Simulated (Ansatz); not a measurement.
Cost and result for the atomization energy of C3H7FSn (12 atoms, 11 bonds).

Z-matrix (Å, degrees):
```
C
Sn 1 2.195
H 1 1.090 2 113.3
H 1 1.095 2 107.0 3 -119.1
H 1 1.091 2 110.7 3 123.5
C 2 2.617 1 97.6 3 -52.2
H 2 1.779 1 95.1 3 39.2
C 6 1.342 2 88.0 1 57.4
H 6 1.081 2 93.2 1 176.2
H 6 1.083 2 100.7 1 -63.8
F 8 1.323 6 121.6 2 -96.9
H 8 1.083 6 125.5 2 84.7
```

Total charge 0; spin multiplicity 1. Correlated methods include outer-core shells of Sn, which these sets cover unevenly. Sn takes the def2 core potential. The bonds changed during the relaxation, so this is another structure than the one it started from. Geometry: relaxed with PBE0-D4/def2-TZVP. Program: Ansatz. All runs use 4 threads of an AMD EPYC on a shared host. Times are those of one run each, without the atoms' runs, and a repeat can differ threefold. Electronic energies, without spin–orbit coupling; frozen cores. CCSD(T)/CBS adds CCSD(T) − MP2 in def2-TZVPP to the MP2 limit, and its time is that of the two runs behind it. T1 = 0.014. With those shells the extrapolation isn't a true limit. B3LYP takes the VWN-RPA correlation (the form of Gaussian; ORCA's B3LYP/G).

CCSD(T)/CBS is a level of theory with its own doubt, some kJ/mol a heavy atom from the limit and from the frozen cores, so smaller differences don't rank the functionals.

```json
{"level": "PBE-D4/def2-TZVPP (with forces)", "functions": "272", "wall time": "6.5 s", "atomization (kJ/mol)": "4344.8", "difference from CCSD(T)/CBS": "92.5", "per bond": "8.4"}
{"level": "PBE0-D4/def2-TZVPP", "functions": "272", "wall time": "8 s", "atomization (kJ/mol)": "4254.7", "difference from CCSD(T)/CBS": "2.4", "per bond": "0.2"}
{"level": "r2SCAN-D4/def2-TZVPP (with forces)", "functions": "272", "wall time": "10 s", "atomization (kJ/mol)": "4258.0", "difference from CCSD(T)/CBS": "5.7", "per bond": "0.5"}
{"level": "B3LYP-D4/def2-TZVPP (with forces)", "functions": "272", "wall time": "12 s", "atomization (kJ/mol)": "4252.3", "difference from CCSD(T)/CBS": "0.0", "per bond": "0.0"}
{"level": "B2PLYP/def2-TZVPP", "functions": "272", "wall time": "15 s", "atomization (kJ/mol)": "4195.7", "difference from CCSD(T)/CBS": "-56.6", "per bond": "-5.1"}
{"level": "ωB97X-V/def2-TZVPP", "functions": "272", "wall time": "15 s", "atomization (kJ/mol)": "4242.5", "difference from CCSD(T)/CBS": "-9.8", "per bond": "-0.9"}
{"level": "ωB97M-V/def2-TZVPP (with forces)", "functions": "272", "wall time": "24 s", "atomization (kJ/mol)": "4245.9", "difference from CCSD(T)/CBS": "-6.4", "per bond": "-0.6"}
{"level": "MP2/def2-QZVPP", "functions": "520", "wall time": "68 s", "atomization (kJ/mol)": "4249.0", "difference from CCSD(T)/CBS": "-3.3", "per bond": "-0.3"}
{"level": "CCSD(T)/def2-TZVPP", "functions": "272", "wall time": "10 min", "atomization (kJ/mol)": "4144.3", "difference from CCSD(T)/CBS": "-108.0", "per bond": "-9.8"}
{"level": "CCSD(T)/CBS(def2)", "functions": "–", "wall time": "11 min", "atomization (kJ/mol)": "4252.3", "difference from CCSD(T)/CBS": "0.0", "per bond": "0.0"}
```

In def2-TZVPP, CCSD(T) changes the Hartree–Fock value by +1085.0 kJ/mol (the triples alone add +68.7 kJ/mol) and MP2 by +1125.9 kJ/mol; breaking electron pairs costs correlation energy, which Hartree–Fock lacks. From PBE to PBE0 (25 % exact exchange), in def2-TZVPP and without D4, the atomization energy moves by −86.2 kJ/mol: exact exchange takes away binding that semilocal exchange gives to molecules. The D4 term adds +42.2 kJ/mol with B3LYP and +22.2 kJ/mol with PBE0; it sums over pairs of atoms, weighted by their polarisabilities, and B3LYP, whose exchange is more repulsive, gets the larger term.

Spin–orbit coupling would lower the free Sn atoms strongly, and the atomization energy with them, by more than many differences here. For some Ge, Se and Sn compounds the MP2-based and the directly extrapolated limit differ by 10 to 25 kJ/mol.
